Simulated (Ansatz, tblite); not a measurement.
Removing and adding an electron: B₁₀P₁₀. Total charge 0; singlet. Geometry: PBE-D4/def2-SVP. Ansatz, gas phase; energy differences of separate SCF runs; the oxidised species was run as a doublet alone; the reduced species was run as a doublet alone.

```xyz
20

B     1.939    0.239    1.716
B     0.286    1.237    1.131
B     0.842    2.286   -0.297
B    -1.369    1.028    0.633
B     1.001   -1.861    0.528
B     1.303   -0.741   -0.907
B    -0.193   -1.811   -0.676
B    -2.154   -0.376   -0.845
B    -0.648    1.912   -1.010
B     0.216   -0.773   -2.154
P     0.635    0.615    2.957
P     1.534   -1.558    2.309
P     2.067    0.815   -0.077
P    -2.735   -0.247    0.965
P     0.357    3.302    1.224
P    -1.760    2.924    0.272
P    -2.046   -2.144   -0.136
P     1.857   -2.760   -0.942
P     0.104   -2.637   -2.472
P    -1.235    0.550   -2.219
```

The xTB rows come from tblite. Single mean-field runs in def2-TZVP are fitted with def2-universal-jkfit.

```tsv
level	−HOMO (eV)	vertical IE (eV)	−LUMO (eV)	vertical EA (eV)	HOMO–LUMO gap (eV)	IE − EA (eV)
GFN1-xTB	9.42	11.63	8.50	6.27	0.92	5.36
GFN2-xTB	9.27	10.82	8.43	6.86	0.83	3.96
PBE-D4/def2-TZVP	5.58	7.40	4.57	2.88	1.01	4.52
PBE0-D4/def2-TZVP	6.39	7.64	4.09	2.97	2.30	4.67
r2SCAN0-D4/def2-TZVP	6.50	7.67	4.12	3.02	2.38	4.65
```

Relaxing the oxidised species (PBE-D4/def2-SVP) changes its energy by -0.82 eV at PBE-D4/def2-TZVP, so the adiabatic ionisation energy to this nearest minimum is 6.58 eV. On the way the bond B7–P19 breaks and the bond P11–P12 breaks and B6–P19 forms and B10–P17 forms and P11–P15 forms. At PBE0-D4/def2-TZVP it is 6.52 eV.     Raw xTB energy differences between charge states are shifted by several eV; the methods need an empirical correction for them. Sets without diffuse functions give affinities that are too small.
